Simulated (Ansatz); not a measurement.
Total energies of `Oc1ccc(Oc2ccccc2)cc1` from Ansatz at PBE0-D4/def2-SVP, gas phase (1 Eh = 27.2114 eV = 2625.5 kJ/mol). The reference geometry is relaxed at PBE-D4/def2-SVP.

Cartesian coordinates in Å:
```
O 1.423 -4.526 1.057
C 0.801 -3.320 0.924
C 0.487 -2.608 2.099
C -0.145 -1.362 2.018
C -0.479 -0.819 0.766
O -1.176 0.376 0.740
C -0.741 1.411 -0.055
C -1.710 2.358 -0.436
C -1.331 3.468 -1.202
C 0.006 3.639 -1.598
C 0.966 2.691 -1.209
C 0.604 1.576 -0.438
C -0.177 -1.526 -0.410
C 0.465 -2.768 -0.329
H 1.565 -4.899 0.167
H 0.751 -3.049 3.071
H -0.394 -0.793 2.925
H -2.751 2.202 -0.118
H -2.093 4.205 -1.499
H 0.300 4.509 -2.204
H 2.019 2.820 -1.503
H 1.358 0.840 -0.126
H -0.448 -1.102 -1.388
H 0.701 -3.323 -1.253
```

```csv
state,geometry,energy (Eh)
charge 0 singlet,reference,-612.61354
charge 1 doublet,reference,-612.33237
charge -1 doublet,reference,-612.58030
charge -1 doublet,relaxed at PBE-D4/def2-SVP,-612.58258
free O atom (triplet),–,-74.92490
free C atom (triplet),–,-37.76066
free H atom (doublet),–,-0.50029
```

(1) Work out the vertical ionisation energy to the doublet.

(2) Work out the vertical electron affinity, to the doublet.

(3) Give the fundamental gap IE − EA, the Mulliken electronegativity (IE + EA)/2 and the hardness (IE − EA)/2.

(4) How much does the charge -1 doublet relax, and what is the adiabatic electron affinity?

(5) What is the binding energy per atom against free atoms?

(1) E(charge 1 doublet) − E(charge 0 singlet) = -612.33237 − (-612.61354) = 0.28117 Eh = 7.65 eV. For comparison, −ε of the highest occupied level is 6.08 eV at this level, 1.57 eV less.

(2) E(charge 0 singlet) − E(charge -1 doublet) = -612.61354 − (-612.58030) = -0.03324 Eh = -0.90 eV; negative, so the extra electron isn't bound. The basis lacks diffuse functions, which makes affinities too small.

(3) From the values in Eh: IE − EA = 0.28117 − (-0.03324) = 0.31441 Eh = 8.56 eV; (IE + EA)/2 = 3.37 eV; (IE − EA)/2 = 4.28 eV. The HOMO–LUMO gap of the same run is 5.55 eV, 3.01 eV smaller than the fundamental gap.

(4) Relaxation: -612.58030 − (-612.58258) = 0.00228 Eh = 0.06 eV. Adiabatic electron affinity: -0.03096 Eh = -0.84 eV, without zero-point energy. 

(5) Atoms: 2 × (-74.92490) + 12 × (-37.76066) + 10 × (-0.50029) = -607.98062 Eh. Binding: -607.98062 − (-612.61354) = 4.63292 Eh = 126.07 eV, or 5.25 eV for each of 24 atoms (no zero-point energy, no counterpoise term).

At PBE0-D4/def2-SVP the highest occupied level of the charge -1 doublet lies above zero (up to 2.41 eV). By energy differences it is unbound by 0.90 eV (vertical, against the charge 0 singlet, at PBE0-D4/def2-SVP) and held by the finite basis. At PBE0-D4/def2-SVP the highest occupied level of the relaxed charge -1 doublet lies above zero (up to 2.16 eV). By energy differences it is unbound by 0.84 eV (each at its own geometry, against the charge 0 singlet, at PBE0-D4/def2-SVP) and held by the finite basis.
